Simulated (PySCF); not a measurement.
Isomers of C2H11NOSi2, mass 121.038 u with the commonest isotopes. Level of theory: PySCF 2.14.0, PBE0-D3(BJ)/def2-SVP geometry optimisation, gas phase. One conformer each, none proved a minimum here; rigid rotors.

Question: Order these by radius of gyration √(Σ m r²/M), smallest first.
A. `[NH2:1][SiH2:2][CH2:3][CH2:4][SiH2:5][OH:6]` with H–N1–Si2–C3 -64° and 168°, N1–Si2–C3–C4 -70°, Si2–C3–C4–Si5 69°, C3–C4–Si5–O6 -67°, C4–Si5–O6–H 53°
B. `[CH3:1][O:2][CH2:3][SiH2:4][NH:5][SiH3:6]` with C1–O2–C3–Si4 -74°, O2–C3–Si4–N5 -36°, C3–Si4–N5–Si6 -3°
C. `[CH3:1][CH2:2][O:3][SiH2:4][NH:5][SiH3:6]` with C1–C2–O3–Si4 -177°, C2–O3–Si4–N5 176°, O3–Si4–N5–Si6 -3°
D. `[CH3:1][O:2][CH2:3][SiH2:4][SiH2:5][NH2:6]` with C1–O2–C3–Si4 180°, O2–C3–Si4–Si5 43°, C3–Si4–Si5–N6 170°, Si4–Si5–N6–H 52° and -172°

Answer: B (1.871 Å), A (1.952 Å), C (2.088 Å), D (2.226 Å).

Question: Order these by rotational constant A, smallest first.
A. `[CH3:1][O:2][CH2:3][SiH2:4][NH:5][SiH3:6]` with C1–O2–C3–Si4 -74°, O2–C3–Si4–N5 -36°, C3–Si4–N5–Si6 -3°
B. `[CH3:1][CH2:2][O:3][SiH2:4][NH:5][SiH3:6]` with C1–C2–O3–Si4 -177°, C2–O3–Si4–N5 176°, O3–Si4–N5–Si6 -3°
C. `[NH2:1][SiH2:2][CH2:3][CH2:4][SiH2:5][OH:6]` with H–N1–Si2–C3 -64° and 168°, N1–Si2–C3–C4 -70°, Si2–C3–C4–Si5 69°, C3–C4–Si5–O6 -67°, C4–Si5–O6–H 53°
D. `[CH3:1][O:2][CH2:3][SiH2:4][SiH2:5][NH2:6]` with C1–O2–C3–Si4 180°, O2–C3–Si4–Si5 43°, C3–Si4–Si5–N6 170°, Si4–Si5–N6–H 52° and -172°

Answer: A (2543 MHz), C (3131 MHz), B (3264 MHz), D (4403 MHz).

Question: Order these by rotational constant B, largest first.
A. `[CH3:1][CH2:2][O:3][SiH2:4][NH:5][SiH3:6]` with C1–C2–O3–Si4 -177°, C2–O3–Si4–N5 176°, O3–Si4–N5–Si6 -3°
B. `[NH2:1][SiH2:2][CH2:3][CH2:4][SiH2:5][OH:6]` with H–N1–Si2–C3 -64° and 168°, N1–Si2–C3–C4 -70°, Si2–C3–C4–Si5 69°, C3–C4–Si5–O6 -67°, C4–Si5–O6–H 53°
C. `[CH3:1][O:2][CH2:3][SiH2:4][NH:5][SiH3:6]` with C1–O2–C3–Si4 -74°, O2–C3–Si4–N5 -36°, C3–Si4–N5–Si6 -3°
D. `[CH3:1][O:2][CH2:3][SiH2:4][SiH2:5][NH2:6]` with C1–O2–C3–Si4 180°, O2–C3–Si4–Si5 43°, C3–Si4–Si5–N6 170°, Si4–Si5–N6–H 52° and -172°

Answer: C (1923 MHz), B (1575 MHz), A (1323 MHz), D (1014 MHz).

| SMILES | point group | Ia (u·Å²) | Ib (u·Å²) | Ic (u·Å²) | κ | μa (D) | μb (D) | μc (D) |
| --- | --- | --- | --- | --- | --- | --- | --- | --- |
| COC[SiH2][SiH2]N | C1 | 114.79 | 498.44 | 586.10 | -0.91 | 0.32 | 0.08 | 0.07 |
| N[SiH2]CC[SiH2]O | C1 | 161.40 | 320.96 | 439.76 | -0.57 | 2.99 | 0.39 | 1.19 |
| CCO[SiH2]N[SiH3] | near Cs | 154.86 | 382.02 | 518.61 | -0.70 | 0.53 | 1.06 | 0.04 |
| COC[SiH2]N[SiH3] | C1 | 198.73 | 262.81 | 386.27 | 0.00 | 1.02 | 0.78 | 0.84 |
